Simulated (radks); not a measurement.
Problem. All-electron atom: Ar II in [He] 2s2 2p5 3s2 3p5 4f1 (not the ground configuration). Calculated with a radial shooting solver on a logarithmic mesh with Libxc functionals: Dirac Kohn-Sham, LDA (Slater exchange, Perdew-Zunger correlation), spin-unpolarised, spherical densities, point nucleus; open shells are shared between the two j in proportion to 2j + 1. Some entries of the table are withheld. Estimate them.

orbital,occ.,eigenvalue (hartree),r(max) (bohr)
1s1/2,2,-116.8553,0.05619
2s1/2,2,(1),(2)
2p1/2,1.66667,-10.49191,0.2744
2p3/2,3.33333,-10.40505,0.2762
3s1/2,2,-1.86392,1.101
3p1/2,1.66667,(3),(4)
3p3/2,3.33333,(5),(6)
4f5/2,0.428571,(7),(8)
4f7/2,0.571429,(9),(10)

Solution. 
(1) 2s1/2 eigenvalue (hartree): -12.76511
(2) 2s1/2 r(max) (bohr): 0.3355
(3) 3p1/2 eigenvalue (hartree): -1.30297
(4) 3p1/2 r(max) (bohr): 1.151
(5) 3p3/2 eigenvalue (hartree): -1.29330
(6) 3p3/2 r(max) (bohr): 1.157
(7) 4f5/2 eigenvalue (hartree): -0.09121
(8) 4f5/2 r(max) (bohr): 8.010
(9) 4f7/2 eigenvalue (hartree): -0.09121
(10) 4f7/2 r(max) (bohr): 8.010
